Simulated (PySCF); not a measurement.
Cl2Pb, charge -1, multiplicity 2. Atoms are numbered in the order given.

```xyz
3

Pb     0.0000     0.0000     0.4884
Cl     0.0000     2.0660    -1.1780
Cl     0.0000    -2.0660    -1.1780
```
Charge -1, spin multiplicity 2.

The structure is a stationary point at r2SCAN-D4/def2-SVPD. The multiplicity is an assumed one; other spin states were not compared. The isomer is the one that the SMILES or the coordinates give; other isomers of the formula were not compared. The def2 effective core potentials stand for the cores of Pb; spin–orbit coupling is left out.

Method: PySCF with M06-2X/def2-TZVPD.

Mulliken values depend strongly on the basis, most of all with diffuse functions as here. ESP charges are fitted to the potential on shells at 1.4 to 2.0 van der Waals radii. Atomic charges (e):

```tsv
atom	ESP fit	Mulliken	Mulliken spin
Pb1	0.03	0.30	0.97
Cl2	-0.52	-0.65	0.02
Cl3	-0.52	-0.65	0.02
```
